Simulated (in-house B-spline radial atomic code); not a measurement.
Results of a calculation; reference values are marked as such.
**Ghost states of the separable form: As**

As, [Ar] 3d10 4s2 4p3, non-relativistic PBE, spherical and spin-unpolarised, from an all-electron radial atomic-structure program (B-spline basis) (atomic units; all potentials screened as in the neutral atom).

Troullier-Martins channels: 4s (ε = -0.5165, r_c = 1.817 bohr), 4p (ε = -0.1922, r_c = 2.219 bohr). In the Kleinman-Bylander form one channel serves as the local potential, and each other channel l becomes |δV u><u δV|/<u|δV|u>, with δV = V_l − V_local and u the pseudo-orbital. Its strength is E_KB = <u|δV²|u>/<u|δV|u>. By the analysis of Gonze, Stumpf and Scheffler a spurious state lies below the reference level ε if E_KB > 0 and ε is above the second level of the local potential alone, or if E_KB < 0 and ε is above its first. The table's levels are those of angular momentum l in a sphere of 9 bohr, whose wall can lift a shallow ε a little above its free-atom value.

```tsv
local	channel	<u δV u>	<u δV² u>	ε	first local level	second local level
p	s	0.023394	0.17199	-0.5165	-0.5965	0.0010
s	p	-0.0040162	0.072244	-0.1920	-0.1965	0.0987
```

Apply the rule to each row.

Local p, channel s: E_KB = +7.35, so ε = -0.5165 is set against 0.0010: no ghost. Local s, channel p: E_KB = -18, so ε = -0.1920 is set against -0.1965: a ghost.

Diagonalising the separable Hamiltonian gives:

```csv
local,channel,three lowest levels,"all-electron, two lowest valence levels"
p,s,"-0.5165, 0.0215, 0.3143","-0.5165, 0.0214"
s,p,"-8.8020, -0.1920, 0.0990","-0.1920, 0.0988"
```

Which choices of local channel are safe?

Free of ghosts: p. With s local the p channel has a ghost 8.61 hartree below ε, since the attractive projector pulls a state below the first local level. Among the safe choices the second level, which tests transfer, is off by at most 0.1 millihartree (p local). A small <u δV u> makes E_KB large and sensitive.
